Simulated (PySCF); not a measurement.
**Spin-rotation constants: `C=CB[SiH3]`, C₂H₇BSi**

Molfile (atoms numbered from 1):
```
C2H7BSi
     RDKit          3D

 11 10  0  0  0  0  0  0  0  0999 V2000
   -1.6433    0.5276    1.4030 C   0  0  0  0  0  0  0  0  0  0  0  0
   -0.3984    0.2273    0.9817 C   0  0  0  0  0  0  0  0  0  0  0  0
   -0.0740    0.1425   -0.5228 B   0  0  0  0  0  0  0  0  0  0  0  0
    1.7335   -0.3282   -1.2897 Si  0  0  0  0  0  4  0  0  0  0  0  0
   -1.9118    0.5980    2.4640 H   0  0  0  0  0  0  0  0  0  0  0  0
   -2.4481    0.7142    0.6833 H   0  0  0  0  0  0  0  0  0  0  0  0
    0.3678    0.0501    1.7473 H   0  0  0  0  0  0  0  0  0  0  0  0
   -0.9815    0.3532   -1.3015 H   0  0  0  0  0  0  0  0  0  0  0  0
    2.8335   -0.4076   -0.2743 H   0  0  0  0  0  0  0  0  0  0  0  0
    1.6423   -1.6691   -1.9610 H   0  0  0  0  0  0  0  0  0  0  0  0
    2.1497    0.6560   -2.3422 H   0  0  0  0  0  0  0  0  0  0  0  0
  1  2  2  0
  2  3  1  0
  3  4  1  0
  1  5  1  0
  1  6  1  0
  2  7  1  0
  3  8  1  0
  4  9  1  0
  4 10  1  0
  4 11  1  0
M  END
```

Level of theory: GIAO wB97X-D/pcSseg-1 magnetisability, rotational g tensor and spin-rotation constants, non-relativistic, gas phase in PySCF. Geometry: PBE0-D3(BJ)/def2-SVP.

Give the nuclear spin-rotation constants along the inertial axes (H = +C I·J) beside the isotropic shieldings.

Rotational constants 27.8455, 2.1508, 2.0439 GHz. A star marks the isotopologue with that one atom substituted, in its own axes.
| atom | isotope | Caa (kHz) | Cbb (kHz) | Ccc (kHz) | mean (kHz) | σ (ppm) |
| --- | --- | --- | --- | --- | --- | --- |
| B3 | 11B | 12.541 | 1.148 | 0.284 | 4.658 | 11.4 |
| H5 | 1H | 1.158 | -0.068 | -0.214 | 0.292 | 24.3 |
| H6 | 1H | -2.430 | 0.206 | -0.227 | -0.817 | 24.7 |
| H7 | 1H | -2.590 | 0.268 | -0.226 | -0.850 | 23.8 |
| H8 | 1H | -2.051 | 0.269 | -0.212 | -0.665 | 23.2 |
| H9 | 1H | -2.317 | 0.062 | -0.184 | -0.813 | 27.8 |
| H10 | 1H | -1.656 | -0.195 | 0.013 | -0.612 | 27.7 |
| H11 | 1H | -1.243 | -0.153 | -0.054 | -0.483 | 27.6 |
| C1 | 13C* | 12.263 | 1.066 | 0.325 | 4.551 | 18.9 |
| C2 | 13C* | 10.993 | 1.171 | 0.229 | 4.131 | 31.3 |
| Si4 | 29Si* | -13.755 | -1.050 | -1.098 | -5.301 | 452.8 |

For the geometry as given, no vibrational averaging.

How do the rotational constants and the g tensor change when H5, H6, H7, H8, H9, H10, H11 are replaced by deuterium?

Constants 16.3538, 1.8298, 1.7108 GHz; g -0.2212, -0.0263, -0.0014, against -0.3768, -0.0309, -0.0017 before.
